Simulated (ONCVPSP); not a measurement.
**promethium: variants of one ONCV potential**

Base potential:

ONCVPSP 4.0.1 input, shortened (lines: element, Z, core and valence counts, functional; n l f; lmax; l rc ep ncon nbas qcut; lloc lpopt rc5 dvloc0; l nproj debl; icmod fcfact rcfact), PBEsol, scalar-relativistic:

```
  Pm 61.00   10    4  -116133      upf
    1    0    2.00
    2    0    2.00
    2    1    6.00
    3    0    2.00
    3    1    6.00
    3    2   10.00
    4    0    2.00
    4    1    6.00
    4    2   10.00
    4    3    4.00
    5    0    2.00
    5    1    6.00
    5    2    1.00
    6    0    1.00
    3
    0    2.15    0.00    5    8    5.70
    1    2.65    0.00    5    9    4.20
    2    3.45    0.00    5   10    3.60
    3    3.75    0.03    4    7    3.00
    4    5    2.00    0.00
    0    2    0.90
    1    3    2.60
    2    1    0.60
    3    2    3.80
    3    1.50    1.15
```

All-electron outer shells of the reference configuration (PBEsol, scalar-relativistic, ld1.x):

```csv
shell,level (eV),outermost node (bohr),outermost maximum (bohr)
5s,-51.39,0.70,1.27
5p,-31.49,0.75,1.44
4f,-13.67,–,0.62
6s,-8.91,1.69,3.37
5d,-8.57,0.85,2.02
```

Cutoffs, loose and tight: the cutoffs (Ha) at which the residual kinetic energy of the hardest occupied pseudo-wave falls to 1 and 0.1 mHa per electron. They do not see the model core or the augmentation charge, which bear on the density cutoff. Test errors are all-electron minus pseudo excitation energies from the reference, over the configurations 5s2 5p6 5d1 6s2; 5s2 5p6 5d1 6s0; 5s2 5p6 5d0 6s0; 5s2 5p6 5d1.5 6s1.5. A dash means not determined; rows that change the core or the reference have their own tests.

```tsv
change	outcome	cutoff, loose	cutoff, tight	bound ghosts	GHOST(+) flags above zero	largest test error (meV)
base	generated	13 Ha	16 Ha	none	s, f	+12
s: rc 1.56; local potential polynomial inside 1.56 bohr (lpopt 5, dvloc0 0 Ha)	failed: ERROR pspot: first pseudo wave function has node, program will stop	–	–	–	–	–
s: rc 1.74; local potential polynomial inside 1.74 bohr (lpopt 5, dvloc0 0 Ha)	failed: ERROR pspot: first pseudo wave function has node, program will stop	–	–	–	–	–
s: rc 1.9; local potential polynomial inside 1.90 bohr (lpopt 5, dvloc0 0 Ha)	failed: ERROR pspot: first pseudo wave function has node, program will stop	–	–	–	–	–
s: rc 2.06	generated	14 Ha	18 Ha	none	s, f	+12
s: rc 2.36	generated	12 Ha	14 Ha	none	s, f	+11
s: rc 2.76	generated	9.8 Ha	12 Ha	none	f	+12
s: rc 3.1	generated	8.0 Ha	10 Ha	none	f	+12
```

(1) What comes out with this change to the base: s: rc 2.54?

(2) What comes out with this change to the base: s: rc 2.86?

Results:

(1) outcome: generated; cutoff, loose: 11 Ha; cutoff, tight: 13 Ha; bound ghosts: none; GHOST(+) flags above zero: f; largest test error (meV): +11.

(2) outcome: generated; cutoff, loose: 9.1 Ha; cutoff, tight: 11 Ha; bound ghosts: none; GHOST(+) flags above zero: f; largest test error (meV): +12.

Reading the sweep of the s radius (base included, trends over the rows without a ghost): The loose cutoff falls from 14 Ha at 2.06 to 8.0 Ha at 3.1 bohr. A larger radius leaves more room for a smooth pseudo-wave, so fewer plane waves are needed; a smaller one forces it to follow the all-electron wave where it bends sharply. The median size of the test errors (rows with all tests solved) falls from 2.6 meV at 2.06 to 1.5 meV at 3.1 bohr. This runs against the usual rule that a larger radius transfers worse; these runs do not show why. The generation fails at 1.56, 1.74, 1.9 bohr.
